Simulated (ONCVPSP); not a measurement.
# Pseudopotential generation for ytterbium: ONCV, PBE, scalar-relativistic.

ONCVPSP 4.0.1 was run on this input:

```
# ATOM AND REFERENCE CONFIGURATION
# atsym  z   nc   nv     iexc    psfile
  Yb 70.00    9    5        4      upf
#
#   n    l    f
    1    0    2.00
    2    0    2.00
    2    1    6.00
    3    0    2.00
    3    1    6.00
    3    2   10.00
    4    0    2.00
    4    1    6.00
    4    2   10.00
    4    3   13.00
    5    0    2.00
    5    1    6.00
    5    2    1.00
    6    0    2.00
#
# PSEUDOPOTENTIAL AND OPTIMIZATION
# lmax
    3
#
#   l,   rc,      ep,       ncon, nbas, qcut
    0    2.20    0.00    5    9    4.40
    1    2.40    0.00    5    9    6.60
    2    2.25    0.00    4    7    3.90
    3    0.65    0.00    4    8   29.70
#
# LOCAL POTENTIAL
# lloc, lpopt,  rc(5),   dvloc0
    4    3    0.40    6.00
#
# VANDERBILT-KLEINMAN-BYLANDER PROJECTORs
# l, nproj, debl
    0    2    3.00
    1    3    1.30
    2    2    3.10
    3    2    1.90
#
# MODEL CORE CHARGE
# icmod, fcfact, rcfact
    3    2.75    1.15
#
# LOG DERIVATIVE ANALYSIS
# epsh1, epsh2, depsh
   -4.00    5.00    0.02
#
# OUTPUT GRID
# rlmax, drl
    6.00    0.01
#
# TEST CONFIGURATIONS
# ncnf
    4
# nvcnf
#   n    l    f
    5
    4    3   14.00
    5    0    2.00
    5    1    6.00
    5    2    0.00
    6    0    2.00
#
    5
    4    3   14.00
    5    0    2.00
    5    1    6.00
    5    2    0.00
    6    0    1.00
#
    5
    4    3   14.00
    5    0    2.00
    5    1    6.00
    5    2    0.00
    6    0    0.00
#
    5
    4    3   13.00
    5    0    2.00
    5    1    6.00
    5    2    1.00
    6    0    1.00
#
```

Command:

```bash
oncvpsp.x < Yb.dat > Yb.out
```

Output (shortened: citation, most of the input echo, consistency checks and plot data are left out):

```
[... start of the log left out ...]
   2   1       -1.140005       -1.139944     86.31

       2                      -16.742862     50.45  WARNING - GHOST(-)
   3   2       -0.068369       -0.060032     50.45

   4   3       -0.352897       -0.287431    916.14

 Testing for highly-localized positive-energy ghosts
       l    <radius>/rc     E Basis Diag.   E Cutoff

Test configuration 0

   n   l     f        eae           eps        diff
   1   0  2.0000-2250.99505482
   2   0  2.0000 -381.59758084
   2   1  6.0000 -336.31182457
   3   0  2.0000  -86.24646527
   3   1  6.0000  -72.59818079
   3   2 10.0000  -55.99239347
   4   0  2.0000  -17.19641484
   4   1  6.0000  -12.71295355
   4   2 10.0000   -6.81386260
   4   3 13.0000   -0.35324521   -0.35289662    3.49D-04
   5   0  2.0000   -2.18073494   -2.18073680   -1.85D-06
   5   1  6.0000   -1.14000597   -1.14000526    7.14D-07
   5   2  1.0000   -0.06836969   -0.06836930    3.88D-07
   6   0  2.0000   -0.16808910   -0.16808812    9.76D-07

    Total energies and differences
      AE_ref= -1.40596194D+04  AE_tst= -1.40596194D+04  dif=  0.00D+00
      PS_ref= -2.48120892D+02  PS_tst= -2.48120892D+02  dif= -2.90D-12
      PSP excitation error=  2.90D-12

Test configuration 1

sratom123: lschfb convergence ERROR n,l,iter=   4   3   2
```

The run stopped because the all-electron bound-state solver failed for one shell.

The run took about 5.9 s on one core of a shared server CPU.
